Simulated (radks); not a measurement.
Results of a calculation; reference values are marked as such.
Task: The table gives one normalised radial function P(r) = r R(r) (large component) of Eu49+ in [Ne] 3s2 3p2 (r in bohr). Code: a radial shooting solver on a logarithmic mesh with Libxc functionals. Model: Dirac Kohn-Sham, Slater X-alpha with alpha = 0.739, spin-unpolarised, spherical densities, point nucleus; open shells fill j = l - 1/2 first.

r	P
0.000891	0.4159
0.001106	0.4965
0.001373	0.5905
0.001703	0.6992
0.002114	0.8231
0.002624	0.9619
0.003256	1.1139
0.004042	1.2750
0.005016	1.4375
0.006225	1.5892
0.007726	1.7120
0.009589	1.7803
0.0119	1.7612
0.01477	1.6161
0.01833	1.3049
0.02275	0.7965
0.02824	0.0831
0.03505	-0.8005
0.04349	-1.7602
0.05398	-2.6393
0.067	-3.2443
0.08382	-3.4038
0.104	-3.0489
0.1291	-2.3107
0.1602	-1.4448
0.1989	-0.7188
0.2468	-0.2712
0.3063	-0.0730
0.3802	-0.0129
0.4718	-0.0014
0.5856	-0.0001
0.7268	0.0000

Which n and l does it have? It may be an empty orbital.

Result: n = 2, l = 0: the number of nodes gives n - l - 1 = 1, the rise at small r points to l (this Dirac orbital starts as r^gamma with gamma = sqrt((l + 1)^2 - (Z/c)^2) = 0.89; the j = 1/2 orbital of l + 1 starts with the same power, but with a smaller coefficient, and then steepens), and the extent must fit the shell. The curve is that of 2s1/2. 2s1/2: eigenvalue -11236.1 eV, 1 radial node at r = 0.0289 bohr, <r> = 0.0933 bohr, 90 % of the charge inside 0.145 bohr.
